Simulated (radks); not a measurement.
Values are calculated unless marked as measured or tabulated.
Problem. In IV, configuration [Kr] 4d10. Code: a radial shooting solver on a logarithmic mesh with Libxc functionals. Model: scalar-relativistic Kohn-Sham, exchange-only PBE, spin-polarised, spherical densities, point nucleus. Some entries of the table are withheld. Estimate them.

orbital  occ.  eigenvalue (Ry)  <r^2> (bohr^2)  <r> (bohr)
1s          2        -2042.123        0.001194         (1)
2s          2              (2)         0.01947      0.1285
2p          6        -276.2508         0.01536      0.1122
3s          2              (3)          0.1390      0.3487
3p          6        -49.78760          0.1399      0.3472
3d         10        -33.88420          0.1250      0.3244
4s          2        -10.87200          0.8135      0.8477
4p          6         -7.81858          0.9691      0.9206
4d         10         -3.42450           1.586       1.156

Solution. 
(1) 1s <r> (bohr): 0.02971
(2) 2s eigenvalue (Ry): -307.5363
(3) 3s eigenvalue (Ry): -60.03083
